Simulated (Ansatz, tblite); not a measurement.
Cost and result up the ladder for K₃Na₃ (6 atoms). Total charge 0; singlet. Geometry: r2SCAN/def2-SVP.

```xyz
6

Na    2.8653    0.5964   -1.7446
Na    0.2934   -0.5142    0.3013
Na   -2.8950   -1.7886   -0.2675
K     2.0634    2.4729    2.0409
K    -0.2485   -1.5325   -3.4304
K    -2.0786    0.7661    3.1003
```

Ansatz on 4 threads of Intel Xeon on a shared host; xTB runs through tblite on one thread. Times are rough, summed over both states, and most runs start from the orbitals of an earlier one. No level here is sound enough to serve as a yardstick. The other state is a triplet.

The xTB rows come from tblite. The structure comes from a short search, and lower isomers may exist.

xTB has no spin-polarisation term.

```
                         level  functions  wall time  vertical triplet (eV)                                                                           remarks
                      GFN1-xTB         24    0.011 s                   1.38                                                                                 –
                      GFN2-xTB         24    0.021 s                   1.21                                                                                 –
                 PBE/def2-TZVP        195       34 s                   0.61                                           restricted SCF unstable in HF (singlet)
                PBE0/def2-TZVP        195       61 s                   0.57                                           restricted SCF unstable in HF (singlet)
r2SCAN/def2-TZVP (with forces)        195       86 s                   0.42  restricted SCF unstable in HF (singlet), spin-contaminated (⟨S²⟩ 2.21) (triplet)
```
